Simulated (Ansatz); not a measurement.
Compare A (`C1CCCCCC1`) with its isomer B (`CC/C=C(/C)CC`).

Computed with Ansatz on PBE0-D4/def2-TZVP structures; ΔE is electronic, products minus reactants. CCSD(T)/CBS adds triple-zeta CCSD(T) − MP2 to the extrapolated MP2 energy (def2 sets, frozen cores). DFT in def2-TZVPP. Each species was taken in one conformer, which may not be the lowest.

Q: Which is lower in electronic energy at CCSD(T)/CBS, and by how much? (Estimate.)

A: Ansatz gave: A, by 48.1 kJ/mol.

Q: Give E(B) − E(A) in kJ/mol with BLYP-D4, PBE0-D4, CCSD/def2-TZVPP, LDA (SPW92), ωB97M-V, MP2/def2-TZVPP, HF/def2-TZVPP. (Best estimate.)

A: The calculation gave: BLYP-D4 23.4, PBE0-D4 56.8, CCSD/def2-TZVPP 49.9, LDA (SPW92) 70.5, ωB97M-V 51.2, MP2/def2-TZVPP 52.3, HF/def2-TZVPP 31.0. None reverses the order clearly.

Largest T1 diagnostic: 0.009.

The D4 term adds +9.5 kJ/mol with B3LYP and +4.8 kJ/mol with PBE0; it sums over pairs of atoms, weighted by their polarisabilities, and B3LYP, whose exchange is more repulsive, gets the larger term. At CCSD(T), def2-SVP lies +7.3 kJ/mol from the extrapolated value and def2-TZVPP −0.1 kJ/mol.

B3LYP here is the variant with VWN-RPA as its local correlation; programs differ in this.
